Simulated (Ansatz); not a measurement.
Conformers of CH6Cl2SSi2 (`C[SiH](Cl)S[SiH2]Cl`), each relaxed with PBE0-D4/def2-TZVP in Ansatz. CBS adds the triple-zeta coupled-cluster correction to the MP2 limit.

Not all of them had a frequency check.

Conformer A:

Z-matrix (Å, degrees):
```
C
Si 1 1.854
H 1 1.091 2 111.5
H 1 1.093 2 108.7 3 -119.0
H 1 1.092 2 110.8 3 121.6
Cl 2 2.054 1 108.8 3 57.2
S 2 2.142 1 114.0 3 -66.2
H 2 1.480 1 112.6 3 175.5
Si 7 2.119 2 102.1 1 33.2
Cl 9 2.052 7 112.8 2 58.3
H 9 1.478 7 105.7 2 177.1
H 9 1.479 7 111.7 2 -61.6
```

Conformer B:

Cartesian coordinates in Å:
```
C 1.478 -1.923 0.131
Si 0.701 -0.285 -0.247
Cl 1.694 1.212 0.759
S -1.337 -0.398 0.388
Si -1.953 1.625 0.183
Cl -1.617 2.348 -1.707
H 1.436 -2.132 1.202
H 2.523 -1.922 -0.185
H 0.953 -2.720 -0.401
H 0.768 0.066 -1.681
H -1.236 2.511 1.122
H -3.410 1.620 0.436
```

Which is lowest in electronic energy at CCSD(T)/CBS (frozen core, def2 sets), and by how much? (Estimate.)

Computed: B; A lies 2.4 kJ/mol higher.

Give the energies relative to B (kJ/mol) with r2SCAN-D4/def2-TZVPP, PBE0-D4/def2-TZVPP, ωB97X-V/def2-TZVPP, B2PLYP/def2-TZVPP, B3LYP/def2-TZVPP, SCS-MP2/def2-TZVPP, CCSD(T)/def2-TZVPP. (Estimate.)

Computed: 
```tsv
level	A
r2SCAN-D4/def2-TZVPP	2.1
PBE0-D4/def2-TZVPP	1.8
ωB97X-V/def2-TZVPP	2.1
B2PLYP/def2-TZVPP	3.4
B3LYP/def2-TZVPP	4.2
SCS-MP2/def2-TZVPP	2.6
CCSD(T)/def2-TZVPP	2.1
```

B3LYP here is the variant with VWN-RPA as its local correlation; programs differ in this.
